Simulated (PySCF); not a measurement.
# What a mistake does to a calculation on AlCClH3Si

All numbers below are calculated, not measured. They come from PySCF 2.14.0, an open-source quantum chemistry program, on an isolated molecule that a program drew, which may never have been made. The molecule is AlCClH3Si (charge 0, doublet), drawn as the SMILES string `[AlH][CH]=[SiH]Cl`.

Each row is a Hartree-Fock (HF) and frozen-core CCSD(T) single point in the cc-pV(D+d)Z basis, meant for a local HF minimum. Run 1 is clean. Each other run has one planted mistake out of seven kinds, and not every kind appears here: one electron removed, one electron added, multiplicity raised by two, geometry at a saddle point, minimal basis STO-3G, one bond length entered in bohr, all coordinates scaled. The reference is restricted for singlets and unrestricted otherwise, and also for a bond in bohr. Adding or removing an electron swaps singlet and doublet. Electrons count all cores. HOMO and LUMO are orbital energies over both spins, the gradient is its largest component, and the lowest frequency (negative if imaginary) is given only where the gradient is small. Bond lengths are over the 6 bonds as drawn. T1 is the CCSD diagnostic: over 0.02 (restricted) or 0.045 (unrestricted) a single reference is doubtful.

Geometry of the clean run:
```xyz
7
AlCClH3Si, angstrom
Al    1.9549    0.1473   -1.0013
C     0.7245    0.2442    0.4813
Si   -0.3296    1.5020    0.8883
Cl   -0.5264    3.2509   -0.1482
H     2.0422    1.3749   -2.0135
H     0.6599   -0.5930    1.1782
H    -1.2572    1.5506    2.0238
```

```
run  electrons  basis functions  <S^2>  HOMO (eV)  LUMO (eV)  gradient (hartree/bohr)  lowest frequency (cm^-1)  mean bond (Å)  longest bond (Å)      T1  HF (hartree)  CCSD(T) (hartree)               mistake
  1         53               98  0.756      -7.69       0.88                  2.4e-05                       103         1.6357             2.043  0.0148   -1029.94757        -1030.41893              no fault
  2         54               98  0.000      -0.11       5.62                  4.3e-02                         -         1.6357             2.043  0.0171   -1029.91906        -1030.42727    one electron added
  3         53               35  1.249      -4.55       7.15                  4.3e-02                         -         1.6357             2.043  0.0647   -1018.26015        -1018.42847  minimal basis STO-3G
  4         52               98  0.000     -13.94      -6.05                  4.4e-02                         -         1.6357             2.043  0.0159   -1029.69469        -1030.16168                     ?
```

**Which mistake was planted in run 4, and what did it cost?**

It counts 52 electrons, one fewer than the clean run, at the same geometry and basis. So the mistake is: one electron removed. Subtracting run 1 and multiplying by 627.51 kcal/mol a hartree, the energy moved by 158.7 kcal/mol in HF and 161.4 kcal/mol in CCSD(T).

Cautions from the logs. Run 3: T1 is over the limit, so its CCSD(T) energy is less reliable.
